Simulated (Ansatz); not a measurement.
System: C$_{2}$H$_{10}$NSi$_{2}$, net charge -1, singlet state. It need not be the lowest isomer of its formula. Whether it binds its extra electron was not tested at this geometry. 
Geometry from a B3LYP-D3(BJ)/def2-TZVP (Ansatz, a quantum-chemistry and plane-wave program) optimisation:
SMILES: C[SiH](C)[N-][SiH3]
```xyz
15

Si    -0.8098    -0.0849    -0.3893
C     -1.8051     1.4857    -0.8019
C     -1.8153    -0.9453     0.9864
N      0.7555     0.2327    -0.0245
Si     2.2923    -0.2498     0.2691
H     -1.0508    -0.9769    -1.5949
H     -2.8445     1.2561    -1.0614
H     -1.3501     2.0129    -1.6448
H     -1.8073     2.1693     0.0530
H     -2.8551    -1.1203     0.6874
H     -1.3670    -1.9102     1.2395
H     -1.8178    -0.3348     1.8949
H      2.9427    -1.1568    -0.7572
H      3.2862     0.8835     0.3722
H      2.5421    -1.0089     1.5579
```
Charge -1, spin multiplicity 1.

Basis-set convergence of Hartree-Fock and CCSD correlation energies (hartree) with Ansatz. Correlated levels leave the core frozen unless marked. Spin-orbit coupling is left out. Non-relativistic.

| basis | functions | E(HF) | E(corr, CCSD) |
|---|---|---|---|
| aug-cc-pV(D+d)Z | 223 | -713.96076 | -0.78705 |
| aug-cc-pV(T+d)Z | 478 | [?] | [?] |

**Question.** What belongs in the gaps?

**Answer.** 
- aug-cc-pV(T+d)Z, E(HF): -714.02985
- aug-cc-pV(T+d)Z, E(corr, CCSD): -0.91305
